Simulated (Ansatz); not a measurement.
A nudged elastic band was laid between two geometries of BCl2F + H2 (6 atoms, charge 0, multiplicity 1).

The calculation used Ansatz, RKS r2SCANh-D4/def2-SVP.

```json
{
  "movable images": "5",
  "climbing image": "yes",
  "spring": "5.0 eV/Å²",
  "optimiser": "quadratic models (default)",
  "start path": "through a guess of the saddle point",
  "force threshold": "0.05 eV/Å",
  "iteration limit": "60",
  "end points": "relaxed"
}
```

First end point:

```xyz
6
Properties=species:S:1:pos:R:3
B 0.023 0.494 0.117
Cl -0.034 0.968 1.796
Cl 1.509 0.547 -0.795
F -1.078 0.102 -0.476
H 0.353 -2.479 0.550
H 0.288 -2.238 1.264
```

Last end point:

```xyz
6
Properties=species:S:1:pos:R:3
B 0.122 -0.374 -0.597
Cl 0.086 -0.095 2.484
Cl 1.510 0.631 -0.954
F -1.079 0.145 -0.698
H 0.258 -1.540 -0.350
H 0.164 -1.374 2.571
```

Task: Which bonds break or form, and what moves?

Result: Bonds broken: B1–Cl2, H5–H6. Bonds formed: B1–H5, Cl2–H6. BCl2F + H2 becomes BClFH + ClH.

Task: Give the energies along the band, and the barrier.

Result: The run converged. The highest image is number 3 of 0 to 6, 1.49 eV above the first end and 0.86 eV above the last; the last end lies 0.63 eV above the first. A vibrational analysis at the climbing image gives one clearly imaginary mode, 839i cm⁻¹: a first-order saddle point. The orbitals stay closed-shell, which can raise the energy where a bond breaks towards radicals; this wasn't checked here.

| image | path coordinate (Å) | energy (eV) | B1–Cl2 (Å) | H5–H6 (Å) | B1–H5 (Å) |
| --- | --- | --- | --- | --- | --- |
| 0 | 0.00 | 0.00 | 1.75 | 0.76 | 3.02 |
| 1 | 0.67 | 0.07 | 1.75 | 0.76 | 2.45 |
| 2 | 1.34 | 0.55 | 1.81 | 0.78 | 1.81 |
| 3 | 2.01 | 1.49 | 2.12 | 1.07 | 1.31 |
| 4 | 2.62 | 0.87 | 2.67 | 1.60 | 1.21 |
| 5 | 3.24 | 0.67 | 3.02 | 2.21 | 1.20 |
| 6 | 3.86 | 0.63 | 3.09 | 2.93 | 1.20 |

Task: What is the geometry of the highest image?

Result: 
```xyz
6
Properties=species:S:1:pos:R:3
B 0.107 -0.315 0.024
Cl 0.078 0.168 2.085
Cl 1.576 0.294 -0.738
F -1.090 -0.030 -0.463
H 0.225 -1.592 0.294
H 0.163 -1.132 1.254
```

Task: What are the harmonic wavenumbers there?

Result: 839i, 196, 282, 397, 697, 764, 851, 1084, 1306, 1386, 1658, 2203 cm⁻¹.

Run time: 3.3 min on 2 threads of Intel(R) Xeon(R) Platinum 8259CL CPU @ 2.50GHz (Skylake/Cascade Lake), on a shared host, peak memory 0.18 GiB.
